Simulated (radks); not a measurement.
Excited configurations of V22+: one electron is placed in a higher orbital outside the bare nucleus. The ground configuration is 1s1. All-electron calculation, non-relativistic Kohn-Sham, PBEsol, spin-unpolarised, spherical densities, point nucleus; without spin polarisation the odd electron is poorly described. Program: a radial shooting solver on a logarithmic mesh with Libxc functionals. Excitation = E - E(ground); binding = E(ion) - E, where the ion is the core of charge +23; n* = 23/sqrt(2 binding) in atomic units, and the quantum defect is n - n*.

| outer orbital | excitation (eV) | binding (eV) | n* | quantum defect | eigenvalue (eV) | <r> (bohr) |
|---|---|---|---|---|---|---|
| 2s | 5360.0 | 1793.1 | 2.004 | -0.004 | -1757.4 | 0.2610 |
| 3d | 6358.5 | 794.55 | 3.010 | -0.010 | -773.93 | 0.4581 |
| 4d | 6704.2 | 448.83 | 4.004 | -0.004 | -438.95 | 0.9136 |
| 5s | 6864.9 | 288.16 | 4.998 | 0.002 | -282.87 | 1.628 |
| 5d | 6865.2 | 287.89 | 5.000 | 0.000 | -282.05 | 1.499 |
| 6p | 6952.7 | 200.31 | 5.994 | 0.006 | -196.62 | 2.300 |
| 6d | 6952.8 | 200.23 | 5.995 | 0.005 | -196.37 | 2.214 |
| 7s | 7005.7 | 147.32 | 6.990 | 0.010 | -144.72 | 3.188 |
| 7p | 7005.7 | 147.32 | 6.990 | 0.010 | -144.67 | 3.145 |
| 7d | 7005.8 | 147.28 | 6.991 | 0.009 | -144.55 | 3.059 |

Estimate the row for 4p.

Answer. excitation (eV) 6703.6; binding (eV) 449.49; n* 4.002; quantum defect -0.002; eigenvalue (eV) -440.60; <r> (bohr) 0.9993. The Delta-SCF ionisation energy is 7153.1 eV (NIST Atomic Spectra Database: 7246.1 eV, theoretical). Self-interaction in the functional shifts the binding energies and quantum defects, so they are the method's values and not measured ones. Spin polarisation and multiplet splitting are left out, so open shells lie too high by an amount that depends on their filling.
